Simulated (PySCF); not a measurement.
# In⁴³⁺ (indium, charge +43): Hartree-Fock from Schrödinger to Dirac-Coulomb-Breit

Occupied: 1s1/2, 2s1/2, 2p1/2. Hartree-Fock calculated with PySCF 2.14 in an uncontracted even-tempered set (19 s from 7.1 bohr⁻², ratio 2.3; 14 p from 8.5 bohr⁻², ratio 2.3), Gaussian nucleus throughout. NR is non-relativistic, sf-X2C the spin-free one-electron X2C Hamiltonian, X2C adds the bare one-electron spin-orbit term, X2C-SNSO screens it by Boettger's factors, DC is four-component Dirac-Coulomb, and the Gaunt and Breit terms are added at first order (total energies over the DC spinors, levels after relaxing the spinors in that mean field). QED terms are absent. Levels marked empty are virtual spinors of this ion.

```
Hamiltonian  E (hartree)  E − E(DC) (hartree)  CPU seconds
        X2C   -3567.1502               0.5501         0.18
   X2C-SNSO   -3566.6067               1.0936         0.18
         DC   -3567.7003               0.0000          8.2
   DC+Gaunt   -3564.9567               2.7435           19
   DC+Breit   -3565.0992               2.6011           56
```

```tsv
level (eV)	X2C	X2C-SNSO	DC	DC+Gaunt	DC+Breit
1s1/2	-31717.6	-31718.4	-31735.9	-31680.7	-31682.4
2s1/2	-7360.6	-7360.9	-7363.0	-7357.7	-7358.1
2p1/2	-7222.1	-7214.8	-7216.5	-7205.3	-7206.7
2p3/2 (empty)	-6764.1	-6767.3	-6767.5	-6762.0	-6763.3
3s1/2 (empty)	-3050.4	-3050.5	-3051.0	-3049.5	-3049.7
```

Weight of the small component: 1s1/2 0.0325, 2s1/2 0.00751, 2p1/2 0.00747, 2p3/2 0.00710, 3s1/2 0.00304.

Koopmans' value for the highest occupied level at DC+Breit: 7206.7 eV, against an ionisation energy of 7196 ± 8 eV (semi-empirical (NIST evaluation); NIST Atomic Spectra Database, ionization energies); the former lacks relaxation, correlation, QED and recoil.

The whole ladder took 86 s of wall time on 1 thread of Intel(R) Xeon(R) Platinum 8488C (shared host), launched as `OMP_NUM_THREADS=1 python relrun2.py TASK.json OUT` (a driver that calls PySCF for each Hamiltonian).
